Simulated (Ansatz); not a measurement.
Cost and result for the atomization energy of C2H6GeO2, SMILES `O=C(O)[CH2][GeH3]` (11 atoms, 10 bonds).

| atom | x (Å) | y (Å) | z (Å) |
| --- | --- | --- | --- |
| O1 | -0.332 | -2.119 | 0.554 |
| C2 | -0.017 | -0.994 | 0.839 |
| O3 | -0.442 | -0.393 | 1.968 |
| C4 | 0.829 | -0.095 | 0.013 |
| Ge5 | -0.281 | 0.978 | -1.224 |
| H6 | -1.006 | -1.035 | 2.421 |
| H7 | 1.393 | 0.599 | 0.636 |
| H8 | 1.504 | -0.699 | -0.592 |
| H9 | -1.231 | 1.872 | -0.416 |
| H10 | -1.081 | 0.037 | -2.133 |
| H11 | 0.664 | 1.848 | -2.066 |

Total charge 0; spin multiplicity 1. Correlated methods include outer-core shells of Ge, which these sets cover unevenly. Scalar relativity is left out up to krypton. Geometry: relaxed with PBE0-D4/def2-TZVP. It is one conformer, not always the lowest. Program: Ansatz. All runs use 4 threads of an Arm Neoverse V2 on a shared host. Times are those of one run each, without the atoms' runs, and a repeat can differ threefold. Electronic energies, without spin–orbit coupling; frozen cores. CCSD(T)/CBS adds CCSD(T) − MP2 in def2-TZVPP to the MP2 limit, and its time is that of the two runs behind it. T1 = 0.014. With those shells the extrapolation isn't a true limit. B3LYP takes the VWN-RPA correlation (the form of Gaussian; ORCA's B3LYP/G).

CCSD(T)/CBS is a level of theory with its own doubt, some kJ/mol a heavy atom from the limit and from the frozen cores, so smaller differences don't rank the functionals.

| level | functions | wall time | atomization (kJ/mol) | difference from CCSD(T)/CBS | per bond |
| --- | --- | --- | --- | --- | --- |
| PBE-D4/def2-TZVPP (with forces) | 256 | 2.2 s | 4211.6 | 93.2 | 9.3 |
| PBE0-D4/def2-TZVPP | 256 | 2.6 s | 4111.1 | -7.3 | -0.7 |
| B3LYP-D4/def2-TZVPP (with forces) | 256 | 4 s | 4096.0 | -22.4 | -2.2 |
| r2SCAN-D4/def2-TZVPP (with forces) | 256 | 4.3 s | 4132.6 | 14.2 | 1.4 |
| B2PLYP/def2-TZVPP | 256 | 5 s | 4065.0 | -53.4 | -5.3 |
| ωB97X-V/def2-TZVPP | 256 | 7 s | 4127.7 | 9.3 | 0.9 |
| ωB97M-V/def2-TZVPP (with forces) | 256 | 10 s | 4113.0 | -5.4 | -0.5 |
| MP2/def2-QZVPP | 497 | 22 s | 4156.0 | 37.6 | 3.8 |
| CCSD(T)/def2-TZVPP | 256 | 3.7 min | 4020.3 | -98.1 | -9.8 |
| CCSD(T)/CBS(def2) | – | 4.1 min | 4118.4 | 0.0 | 0.0 |

From PBE to PBE0 (25 % exact exchange), in def2-TZVPP and without D4, the atomization energy moves by −97.3 kJ/mol: exact exchange takes away binding that semilocal exchange gives to molecules. The D4 term adds +33.6 kJ/mol with B3LYP and +17.6 kJ/mol with PBE0; it sums over pairs of atoms, weighted by their polarisabilities, and B3LYP, whose exchange is more repulsive, gets the larger term. In def2-TZVPP, CCSD(T) changes the Hartree–Fock value by +1130.6 kJ/mol (the triples alone add +71.9 kJ/mol) and MP2 by +1209.0 kJ/mol; breaking electron pairs costs correlation energy, which Hartree–Fock lacks.
